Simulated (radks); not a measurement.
Charge is removed step by step from the 4s level of neutral ytterbium, starting from [Xe] 4f14 6s2. Calculated with a radial shooting solver on a logarithmic mesh with Libxc functionals: scalar-relativistic Kohn-Sham, LDA (Slater exchange, Perdew-Wang correlation), spin-unpolarised, spherical densities, finite nucleus; Fermi nuclear charge, rms radius 5.3108 fm.

| removed (e) | E - E(0) (eV) | eigenvalue (eV) | E minus straight line (eV) |
|---|---|---|---|
| 0 | 0.000 | -458.92 | 0.000 |
| 0.1 | 45.925 | -460.57 | -0.829 |
| 0.2 | 92.019 | -462.29 | -1.489 |
| 0.3 | 138.29 | -464.08 | -1.974 |
| 0.4 | 184.74 | -465.92 | -2.277 |
| 0.5 | 231.38 | -467.81 | -2.393 |
| 0.6 | 278.21 | -469.76 | -2.317 |
| 0.7 | 325.24 | -471.75 | -2.045 |
| 0.8 | 372.46 | -473.78 | -1.570 |
| 0.9 | 419.90 | -475.86 | -0.890 |
| 1 | 467.54 | -477.98 | 0.000 |

Removing the whole electron costs 467.54 eV by Delta-SCF, against 458.92 eV from minus the eigenvalue at the starting occupation. Slater's transition state (half an electron removed) gives 467.81 eV. Integrating minus the eigenvalue over the occupation (Janak's theorem) gives 468.02 eV. In this scalar-relativistic scheme the density is built from large components alone, so the theorem holds only approximately. The mean slope of the eigenvalue, de/dn, is 19.1 eV per electron.
